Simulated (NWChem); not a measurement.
TiH2Br2; SMILES [Br][TiH2][Br]

```xyz
5

Ti     0.0000     0.0000    -0.8173
Br     2.0166     0.0000     0.3085
Br    -2.0166     0.0000     0.3085
H      0.0000    -1.3432    -1.8069
H      0.0000     1.3432    -1.8069
```
Atoms are numbered in this order, from 1.

Coordinates come from a PBE0/def2-SVP optimisation.

Symmetry labels are those of C2v in the frame above (b1 and b2, or b-type labels, depend on it).

**Question.** List the 4 lowest vertical singlet excitations from PBE/def2-SVPD, TDA (NWChem).

**Answer.** 
```json
[
 {"state": "S1", "energy (eV)": "3.14", "oscillator strength": "0.000", "symmetry": "b2", "leading excitation (squared amplitude)": "HOMO → LUMO (1.00)"},
 {"state": "S2", "energy (eV)": "3.47", "oscillator strength": "0.009", "symmetry": "b1", "leading excitation (squared amplitude)": "HOMO−2 → LUMO (0.82)"},
 {"state": "S3", "energy (eV)": "3.52", "oscillator strength": "0.001", "symmetry": "b1", "leading excitation (squared amplitude)": "HOMO → LUMO+1 (0.87)"},
 {"state": "S4", "energy (eV)": "3.59", "oscillator strength": "0.000", "symmetry": "b2", "leading excitation (squared amplitude)": "HOMO−3 → LUMO (0.60)"}
]
```
